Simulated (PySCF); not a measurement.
## Correlation energy of Ca³⁺ (calcium, charge +3)

[Ne] 3s2 3p5, 2P determinant. Computed with PySCF 2.14 in def2-SVP (5s3p2d, 24 functions), with no relativity, point nucleus. Frozen: [Ne] 3s2; 5 electrons correlated.

Total MP2 correlation energy: -51.39 mhartree.

Same-spin part -16.45 and opposite-spin part -34.93 mhartree; SCS-MP2 scales them by 1/3 and 6/5 to -47.41 mhartree.

```json
{"level": "CCSD", "correlation energy (mhartree)": "-60.56"}
{"level": "(T)", "correlation energy (mhartree)": "-0.02"}
{"level": "CCSD(T)", "correlation energy (mhartree)": "-60.58"}
```

Diagnostics: T1 = 0.00048, D1 = 0.0007, largest double amplitude 0.032.

Cost of the coupled-cluster step: 0.12 s of wall time on 1 thread of Neoverse-V1 (shared host), for 5 correlated electrons.
